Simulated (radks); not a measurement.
Results of a calculation; reference values are marked as such.
Spherical quantum dot in the effective-mass picture: electrons in a hard-walled sphere of radius 1.4, with a point charge +1 (a donor) at the centre, all in effective atomic units (hartree* = m*/eps^2 hartree, bohr* = eps/m* bohr), one dielectric constant everywhere. Level of theory: non-relativistic Kohn-Sham, LDA (Slater exchange, Perdew-Wang correlation), spin-polarised, spherical densities (a radial shooting solver with Libxc functionals). Levels are named by radial order and angular momentum (1s, 1p, 1d, 2s, ...), and open shells are averaged over m.

N = 26, configuration 1s2 1p6 1d10 2s2 1f(up 6, down 0). This is the lowest configuration that the search found. Occupied and some empty levels:

level,occupation,eigenvalue (hartree*),<r> (bohr*)
1s up,1,26.508,0.8224
1s down,1,26.675,0.8168
1p up,3,28.376,0.9119
1p down,3,28.573,0.9098
1d up,5,31.086,0.9643
1d down,5,31.298,0.9634
2s up,1,33.681,0.6344
2s down,1,33.773,0.6373
1f up,6,34.582,1.003
1f down,0,34.801,1.002
1g up,0,38.808,1.033
2p up,0,39.019,0.7328
1g down,0,39.031,1.033
2p down,0,39.130,0.7329
2d up,0,44.703,0.7972
2d down,0,44.833,0.7967

Energy (hartree*): total 490.599, kinetic 222.87, external -31.846, Hartree 329.96, exchange-correlation -30.392.
